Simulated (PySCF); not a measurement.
Compound: C₄H₁₂OSi.
Z-matrix (Å and degrees, PBE0-D3(BJ)/def2-SVP geometry), rows numbered from 1:
```
C 
C   1  1.5307
C   2  1.5299  1  110.41
C   2  1.5308  1  110.02  3   121.91
Si  2  1.8960  1  108.77  3  -119.04
O   5  1.6728  2  111.72  1   -61.43
H   1  1.1017  2  111.51  3   177.03
H   1  1.1020  2  111.67  3    56.61
H   1  1.1046  2  110.61  3   -63.04
H   3  1.1023  2  111.96  1   179.84
H   3  1.1046  2  110.53  1    60.26
H   3  1.1025  2  111.83  1   -59.10
H   4  1.1045  2  110.71  1   -60.76
H   4  1.1029  2  111.92  1   179.59
H   4  1.1026  2  111.55  1    58.46
H   5  1.4915  2  110.10  1    55.92
H   5  1.5018  2  108.81  1   176.34
H   6  0.9608  5  116.36  2   -77.06
```

Computed with PySCF at B3LYP/def2-SVPD, non-relativistic, on one gas-phase PBE0-D3(BJ)/def2-SVP geometry that isn't relaxed in the solvent. The solvent is an IEF-PCM continuum (van der Waals radii × 1.2), and excitations are vertical TDDFT with non-equilibrium linear response and a frozen core. Only the electrostatic response of the medium enters.

Gas-phase singlets (H = HOMO, L = LUMO):

| state | E (eV) | λ (nm) | f | leading configurations |
| --- | --- | --- | --- | --- |
| S1 | 6.296 | 197 | 0.000 | H→L 98% |
| S2 | 6.993 | 177 | 0.027 | H→L+1 98% |
| S3 | 7.541 | 164 | 0.006 | H-1→L 96% |
| S4 | 7.849 | 158 | 0.011 | H→L+3 64%, H→L+4 18%, H→L+2 14% |
| S5 | 7.885 | 157 | 0.069 | H→L+2 70%, H→L+4 20% |

Q: What are the lowest 5 singlets in dimethylsulfoxide (ε = 46.83)?

A: 
```csv
state,E (eV),λ (nm),f,leading configurations,change by rank (eV)
S1,6.392,194,0.001,H→L 98%,+0.096
S2,7.024,177,0.038,H→L+1 98%,+0.031
S3,7.721,161,0.039,"H-1→L 70%, H→L+2 24%",+0.180
S4,7.744,160,0.129,"H→L+2 68%, H-1→L 25%",-0.105
S5,7.882,157,0.016,"H→L+3 59%, H→L+4 34%",-0.003
```

Q: The ground-state energy changes by -0.181 eV from gas to dimethylsulfoxide. By how much does the total energy of gas-phase S1 change?

A: E(S1) = E(S0) + excitation energy, so it changes by -0.181 + 0.096 = -0.085 eV: it is lowered less than the ground state, which is what a blue shift means. This is the vertical state, with the slow part of the continuum still set for S0.

Q: How do the frontier levels move from gas to dimethylsulfoxide?

A: 
| orbital | gas (eV) | solvent (eV) | change (eV) |
| --- | --- | --- | --- |
| LUMO+2 | 1.22 | 1.24 | +0.02 |
| LUMO+1 | 0.42 | 0.62 | +0.20 |
| LUMO | -0.19 | 0.07 | +0.26 |
| HOMO | -7.44 | -7.29 | +0.15 |
| HOMO-1 | -8.78 | -8.74 | +0.04 |
| HOMO-2 | -9.26 | -9.02 | +0.24 |
| HOMO-3 | -9.27 | -9.06 | +0.21 |

The HOMO–LUMO gap goes from 7.25 to 7.35 eV.
